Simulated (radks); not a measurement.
Charge is removed step by step from the 5d up level of neutral rhenium, starting from [Xe] 4f14 5d(up 5, down 0) 6s2. Method: scalar-relativistic Kohn-Sham, SCAN, spin-polarised, spherical densities, finite nucleus; meta-GGA in the generalised Kohn-Sham scheme; Fermi nuclear charge, rms radius 5.3698 fm; computed with a radial shooting solver on a logarithmic mesh with Libxc functionals.

removed (e)  E - E(0) (eV)  eigenvalue (eV)
0                    0.000           -6.645
0.125                0.899           -7.732
0.375                3.114           -9.996
0.625                5.907          -12.369
0.875                9.308          -14.842

The mean slope of the eigenvalue, de/dn, is 9.37 eV per electron.
